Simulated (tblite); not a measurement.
Record of a relaxation.

Compound: C5H10B2F2Si.
Bonds: C1–B2, B2–C3, B2–Si4, Si4–C5, C5–C6, C6–C7 (triple), C7–B8, B8–F9, B8–F10. Hydrogens: H11, H12, H13 on C1; H14, H15, H16 on C3; H17, H18 on Si4; H19, H20 on C5.

Computed with GFN2-xTB (tblite), gas phase: L-BFGS steps from a force-field or distance-geometry start until the largest atomic force falls under 0.01 eV/Å. 10 of its 292 geometries are shown.

Step 0: E = -800.9551 eV, largest atomic force 3.314 eV/Å
```
atom  x, y, z in Å  |  force x, y, z in eV/Å
C1     -2.663    1.111   -1.156   -0.443  -0.217   0.010
B2     -1.847    0.031   -0.371   -0.434  -0.044   0.688
C3     -2.334   -0.337    1.091   -0.056   0.181   0.167
Si4    -0.206   -0.622   -1.141   -1.103  -0.219  -1.181
C5      0.916   -1.165    0.244    1.434   0.276   1.217
C6      2.213   -0.491    0.138    0.959   0.129   0.245
C7      3.311    0.067    0.076   -0.678  -0.353  -0.315
B8      4.680    0.778    0.015    0.527   0.950   1.854
F9      5.782    0.160    0.721   -2.150   1.627  -1.911
F10     4.776    2.187   -0.259    0.147  -3.277   0.469
H11    -3.506    0.542   -1.664    0.871   1.008   0.395
H12    -1.995    1.572   -1.905   -0.938   0.078   0.218
H13    -3.103    1.865   -0.453    0.216  -0.497  -1.019
H14    -3.021    0.468    1.416    0.154  -0.764   0.257
H15    -1.484   -0.369    1.808   -0.672  -0.068  -0.343
H16    -2.844   -1.327    1.142    0.325   0.815   0.043
H17     0.368    0.454   -1.922    0.490   0.152  -0.336
H18    -0.483   -1.785   -2.029    0.308   0.119   0.022
H19     1.024   -2.260    0.224    0.240   0.450   0.215
H20     0.410   -0.869    1.204    0.805  -0.346  -0.692
```

Step 32: E = -802.0492 eV, largest atomic force 0.069 eV/Å
```
atom  x, y, z in Å  |  force x, y, z in eV/Å
C1     -2.751    1.177   -1.171    0.009  -0.014   0.021
B2     -1.860    0.178   -0.342    0.031  -0.006   0.004
C3     -2.370   -0.275    1.080   -0.007   0.008  -0.006
Si4    -0.210   -0.592   -1.103   -0.016  -0.026  -0.062
C5      1.018   -1.199    0.275    0.000  -0.002   0.001
C6      2.274   -0.527    0.211    0.018   0.001   0.018
C7      3.330    0.060    0.149   -0.005   0.014   0.019
B8      4.643    0.784    0.126    0.009   0.000  -0.010
F9      5.785    0.225    0.497    0.012   0.000  -0.021
F10     4.764    2.048   -0.252    0.002   0.010   0.010
H11    -3.542    0.599   -1.654    0.007   0.002   0.002
H12    -2.231    1.706   -1.967    0.013  -0.024   0.023
H13    -3.260    1.913   -0.550   -0.011   0.012  -0.024
H14    -3.148    0.356    1.505   -0.017  -0.010   0.005
H15    -1.571   -0.357    1.816   -0.025   0.010   0.005
H16    -2.789   -1.281    0.993    0.005   0.007   0.007
H17     0.570    0.300   -1.977    0.005  -0.014   0.002
H18    -0.436   -1.816   -1.909   -0.021   0.040  -0.003
H19     1.188   -2.272    0.187   -0.003  -0.014  -0.007
H20     0.590   -1.018    1.262   -0.006   0.003   0.016
```

Step 65: E = -802.0693 eV, largest atomic force 0.138 eV/Å
```
atom  x, y, z in Å  |  force x, y, z in eV/Å
C1     -2.676    1.187   -1.199    0.003   0.000   0.020
B2     -1.857    0.185   -0.301   -0.025   0.002   0.046
C3     -2.433   -0.245    1.101   -0.064   0.005   0.018
Si4    -0.213   -0.615   -1.035    0.030  -0.045  -0.059
C5      1.045   -1.273    0.300   -0.039   0.004   0.012
C6      2.278   -0.556    0.251   -0.057   0.011  -0.011
C7      3.297    0.093    0.182   -0.004  -0.026   0.001
B8      4.601    0.825    0.088    0.035  -0.131  -0.025
F9      5.761    0.196   -0.043   -0.004   0.031  -0.007
F10     4.707    2.142    0.119   -0.004   0.108   0.030
H11    -3.419    0.609   -1.753    0.004  -0.012   0.019
H12    -2.076    1.699   -1.948    0.001   0.024  -0.008
H13    -3.238    1.936   -0.642    0.015  -0.033   0.012
H14    -3.349    0.266    1.395    0.015  -0.004  -0.014
H15    -1.712   -0.101    1.906    0.040   0.038  -0.016
H16    -2.645   -1.316    1.104   -0.004  -0.012  -0.016
H17     0.552    0.285   -1.915    0.054  -0.023   0.000
H18    -0.491   -1.808   -1.870    0.014   0.015   0.023
H19     1.241   -2.335    0.139   -0.005   0.050   0.001
H20     0.620   -1.163    1.299   -0.006   0.001  -0.026
```

Step 97: E = -802.0963 eV, largest atomic force 0.032 eV/Å
```
atom  x, y, z in Å  |  force x, y, z in eV/Å
C1     -2.613    1.212   -1.192   -0.016   0.011  -0.005
B2     -1.825    0.157   -0.333   -0.025  -0.003  -0.018
C3     -2.406   -0.225    1.079   -0.004  -0.014   0.010
Si4    -0.207   -0.696   -1.069    0.001   0.008  -0.028
C5      1.003   -1.305    0.331    0.003  -0.010   0.014
C6      2.238   -0.601    0.268   -0.007   0.013  -0.003
C7      3.266    0.035    0.182   -0.027  -0.003  -0.015
B8      4.524    0.838    0.073    0.025  -0.018   0.006
F9      5.579    0.451   -0.629   -0.020   0.017   0.017
F10     4.677    2.010    0.674    0.021   0.007  -0.005
H11    -3.316    0.655   -1.817    0.017   0.023  -0.012
H12    -1.997    1.795   -1.873   -0.010  -0.019   0.001
H13    -3.216    1.898   -0.600   -0.003   0.022  -0.019
H14    -3.423    0.124    1.253    0.000  -0.010  -0.005
H15    -1.786    0.241    1.848    0.020  -0.007   0.019
H16    -2.380   -1.294    1.283    0.024  -0.008   0.020
H17     0.607    0.153   -1.955    0.011  -0.002  -0.014
H18    -0.468   -1.918   -1.862   -0.023   0.013   0.016
H19     1.185   -2.372    0.206    0.016   0.006   0.020
H20     0.552   -1.146    1.310   -0.003  -0.027   0.002
```

Step 129: E = -802.1034 eV, largest atomic force 0.024 eV/Å
```
atom  x, y, z in Å  |  force x, y, z in eV/Å
C1     -2.596    1.236   -1.189    0.005  -0.004  -0.002
B2     -1.815    0.160   -0.348    0.011  -0.017   0.008
C3     -2.356   -0.215    1.083    0.002   0.010  -0.009
Si4    -0.235   -0.748   -1.102    0.002   0.010   0.009
C5      0.987   -1.317    0.305   -0.005  -0.001  -0.005
C6      2.189   -0.555    0.275    0.021   0.008  -0.007
C7      3.202    0.105    0.211   -0.015  -0.018  -0.002
B8      4.488    0.866    0.115   -0.010   0.002  -0.002
F9      5.474    0.504   -0.693    0.020   0.006  -0.001
F10     4.748    1.956    0.822   -0.008   0.013   0.009
H11    -3.270    0.700   -1.861   -0.013  -0.006  -0.006
H12    -1.961    1.841   -1.833    0.013   0.012   0.001
H13    -3.220    1.903   -0.598   -0.004   0.007   0.000
H14    -3.408    0.016    1.238   -0.014   0.005  -0.003
H15    -1.805    0.381    1.815    0.011   0.004   0.006
H16    -2.194   -1.256    1.361    0.000  -0.010   0.011
H17     0.585    0.017   -2.056   -0.001  -0.006  -0.006
H18    -0.567   -2.004   -1.811   -0.005  -0.003   0.006
H19     1.237   -2.368    0.162   -0.016  -0.003  -0.004
H20     0.512   -1.210    1.280    0.006  -0.010  -0.001
```

Step 162: E = -802.1171 eV, largest atomic force 0.069 eV/Å
```
atom  x, y, z in Å  |  force x, y, z in eV/Å
C1     -2.438    1.303   -1.162   -0.002   0.004  -0.014
B2     -1.726    0.182   -0.314   -0.048   0.017   0.018
C3     -2.226   -0.050    1.162    0.010   0.020   0.050
Si4    -0.372   -0.982   -1.143   -0.022  -0.026  -0.033
C5      1.039   -1.511    0.080    0.008  -0.021   0.003
C6      2.139   -0.608    0.099    0.040   0.023   0.037
C7      3.088    0.144    0.118   -0.042  -0.022   0.020
B8      4.294    1.022    0.251   -0.016   0.039   0.009
F9      5.379    0.896   -0.496    0.007  -0.005  -0.028
F10     4.378    1.988    1.157   -0.003   0.012  -0.012
H11    -2.972    0.836   -1.993    0.014   0.026   0.020
H12    -1.725    1.982   -1.629    0.011  -0.022   0.002
H13    -3.159    1.907   -0.612    0.023  -0.026  -0.012
H14    -3.315   -0.049    1.231    0.050   0.013   0.000
H15    -1.897    0.794    1.776   -0.016  -0.064  -0.019
H16    -1.865   -0.958    1.645   -0.011   0.055  -0.026
H17     0.303   -0.513   -2.366    0.014  -0.014   0.026
H18    -0.967   -2.292   -1.506    0.015   0.015  -0.019
H19     1.409   -2.496   -0.206   -0.021  -0.010  -0.031
H20     0.628   -1.585    1.088   -0.013  -0.014   0.007
```

Step 194: E = -802.1890 eV, largest atomic force 0.043 eV/Å
```
atom  x, y, z in Å  |  force x, y, z in eV/Å
C1     -1.829    1.435   -1.180   -0.008  -0.013  -0.023
B2     -1.411    0.190   -0.314   -0.014   0.029  -0.016
C3     -1.609    0.274    1.246   -0.003  -0.004   0.012
Si4    -0.637   -1.409   -1.161    0.007  -0.004   0.006
C5      0.926   -2.002   -0.168    0.025   0.023  -0.003
C6      1.784   -0.890    0.059   -0.007   0.020   0.000
C7      2.454    0.107    0.216   -0.026  -0.028  -0.005
B8      3.281    1.338    0.414   -0.029  -0.023   0.003
F9      4.220    1.726   -0.434    0.029   0.013  -0.011
F10     3.115    2.155    1.445    0.008   0.022   0.020
H11    -2.117    1.201   -2.205    0.011   0.009   0.034
H12    -0.948    2.080   -1.252   -0.023  -0.012  -0.003
H13    -2.614    2.046   -0.735    0.032  -0.004  -0.012
H14    -2.573   -0.175    1.500    0.023   0.002  -0.007
H15    -1.641    1.295    1.623    0.002  -0.031   0.010
H16    -0.861   -0.275    1.815   -0.011   0.024   0.007
H17    -0.140   -1.257   -2.541   -0.010   0.006  -0.017
H18    -1.474   -2.627   -1.200   -0.008  -0.001   0.005
H19     1.452   -2.767   -0.734    0.016  -0.036  -0.018
H20     0.616   -2.434    0.783   -0.015   0.010   0.017
```

Step 226: E = -802.1934 eV, largest atomic force 0.017 eV/Å
```
atom  x, y, z in Å  |  force x, y, z in eV/Å
C1     -1.707    1.462   -1.193    0.001   0.008   0.002
B2     -1.376    0.196   -0.323   -0.002   0.004   0.007
C3     -1.500    0.300    1.244   -0.005  -0.008   0.011
Si4    -0.729   -1.467   -1.155   -0.006   0.006   0.008
C5      0.892   -2.032   -0.239    0.009  -0.002   0.007
C6      1.710   -0.895    0.013    0.014   0.009   0.002
C7      2.341    0.120    0.211   -0.010  -0.011  -0.002
B8      3.123    1.369    0.470   -0.010  -0.005   0.000
F9      4.117    1.780   -0.303    0.004   0.003  -0.003
F10     2.866    2.178    1.490    0.001  -0.007  -0.002
H11    -2.006    1.253   -2.218   -0.007  -0.012  -0.003
H12    -0.782    2.040   -1.258    0.008   0.008  -0.003
H13    -2.445    2.128   -0.750    0.002   0.002   0.001
H14    -2.360   -0.279    1.588    0.009  -0.007  -0.010
H15    -1.634    1.314    1.616   -0.003  -0.001  -0.010
H16    -0.636   -0.127    1.753   -0.006   0.012   0.002
H17    -0.342   -1.404   -2.578   -0.004   0.002   0.002
H18    -1.590   -2.664   -1.056    0.002   0.000  -0.010
H19     1.433   -2.761   -0.839    0.001  -0.003  -0.006
H20     0.618   -2.501    0.706    0.001   0.002   0.006
```

Step 259: E = -802.2004 eV, largest atomic force 0.031 eV/Å
```
atom  x, y, z in Å  |  force x, y, z in eV/Å
C1     -1.590    1.491   -1.190    0.003   0.002   0.000
B2     -1.375    0.207   -0.309   -0.007  -0.005   0.003
C3     -1.522    0.302    1.256   -0.004  -0.003  -0.010
Si4    -0.766   -1.467   -1.151   -0.008   0.001   0.006
C5      0.857   -2.057   -0.249   -0.026   0.003  -0.008
C6      1.674   -0.922    0.009    0.000  -0.006   0.015
C7      2.289    0.101    0.219    0.003   0.001  -0.006
B8      3.048    1.363    0.479    0.012   0.020  -0.008
F9      3.987    1.826   -0.333   -0.005   0.005   0.018
F10     2.818    2.135    1.534    0.008  -0.014  -0.013
H11    -2.041    1.289   -2.161    0.022   0.015   0.006
H12    -0.597    1.897   -1.400   -0.011  -0.002  -0.019
H13    -2.154    2.290   -0.712   -0.005  -0.014   0.001
H14    -2.145   -0.490    1.671    0.022  -0.010  -0.010
H15    -1.912    1.251    1.618    0.013  -0.013   0.002
H16    -0.535    0.164    1.704   -0.023   0.018   0.009
H17    -0.383   -1.401   -2.575   -0.003   0.003   0.010
H18    -1.639   -2.656   -1.061    0.004   0.001   0.003
H19     1.391   -2.778   -0.865    0.000  -0.002   0.005
H20     0.588   -2.535    0.693    0.004  -0.003  -0.005
```

Step 291: E = -802.2064 eV, largest atomic force 0.009 eV/Å
```
atom  x, y, z in Å  |  force x, y, z in eV/Å
C1     -1.506    1.520   -1.169   -0.002   0.002   0.003
B2     -1.374    0.209   -0.309   -0.001  -0.003   0.000
C3     -1.588    0.280    1.248    0.001   0.002   0.003
Si4    -0.786   -1.464   -1.162   -0.001   0.002  -0.004
C5      0.836   -2.052   -0.259   -0.001  -0.002   0.001
C6      1.662   -0.923   -0.001    0.001  -0.001   0.000
C7      2.293    0.090    0.203   -0.003  -0.004   0.000
B8      3.068    1.339    0.487    0.002   0.003  -0.002
F9      4.007    1.818   -0.315   -0.004  -0.005   0.001
F10     2.852    2.081    1.566   -0.001   0.000   0.000
H11    -2.150    1.376   -2.036    0.002   0.000  -0.003
H12    -0.527    1.776   -1.579    0.002  -0.002   0.001
H13    -1.867    2.392   -0.627   -0.001   0.000   0.001
H14    -1.936   -0.644    1.706    0.004   0.006  -0.005
H15    -2.239    1.088    1.576   -0.004  -0.004   0.003
H16    -0.607    0.484    1.686    0.000  -0.001  -0.004
H17    -0.410   -1.404   -2.588    0.003   0.003  -0.001
H18    -1.661   -2.650   -1.062    0.001   0.000   0.004
H19     1.367   -2.779   -0.872    0.000   0.005   0.001
H20     0.564   -2.527    0.684    0.003   0.000   0.002
```

**Question.** Summarise the path.

**Answer.** The energy falls by 28.85 kcal/mol from step 0 to step 291; nine tenths of that is first reached at step 77. It rises by more than 0.2 meV at steps 170, 172, 254, 260, 263, 266 and 269. The largest force goes from 3.314 to 0.009 eV/Å. Among the bonds B8–F9 changes most, from 1.446 to 1.324 Å; the atoms move by 1.677 Å rms after alignment.

**Question.** Follow the three bonds and two angles with the largest change from start to end.

**Answer.** 
```tsv
step	E above end (kcal/mol)	largest force (eV/Å)	B8–F9 (Å)	B8–F10 (Å)	Si4–C5 (Å)	B2–Si4–H17 (°)	B2–Si4–H18 (°)
0	28.85	3.314	1.446	1.439	1.863	107.5	110.2
13	4.49	0.147	1.324	1.323	1.944	112.6	118.2
25	3.77	0.133	1.324	1.324	1.943	114.4	115.9
38	3.56	0.047	1.324	1.325	1.946	116.8	112.4
51	3.46	0.060	1.325	1.325	1.940	116.9	112.7
63	3.20	0.063	1.325	1.325	1.949	114.6	112.2
76	2.89	0.107	1.327	1.326	1.946	114.8	112.9
89	2.63	0.059	1.326	1.326	1.949	115.3	113.5
101	2.49	0.052	1.326	1.327	1.949	115.7	113.6
114	2.44	0.029	1.325	1.326	1.949	116.9	113.1
127	2.38	0.023	1.325	1.325	1.949	116.9	113.2
139	2.34	0.032	1.326	1.325	1.948	117.9	112.8
152	2.17	0.040	1.325	1.326	1.946	117.8	111.6
164	2.02	0.164	1.322	1.324	1.940	119.3	110.4
177	1.43	0.243	1.324	1.326	1.938	119.6	113.8
190	0.46	0.114	1.328	1.327	1.944	116.6	116.8
202	0.36	0.023	1.325	1.326	1.944	116.3	117.8
215	0.33	0.038	1.325	1.327	1.947	117.0	118.3
228	0.29	0.015	1.325	1.326	1.945	117.1	117.8
240	0.27	0.021	1.325	1.326	1.947	117.0	117.8
253	0.20	0.089	1.325	1.327	1.945	116.7	118.3
266	0.20	0.304	1.324	1.327	1.948	117.5	117.9
278	0.03	0.035	1.324	1.327	1.948	117.5	118.5
291	0.00	0.009	1.324	1.327	1.948	117.4	118.5
```

The cost below is that of the whole relaxation. On one thread, Arm Neoverse N1 (aarch64), on a shared host, this took 4.6 s.
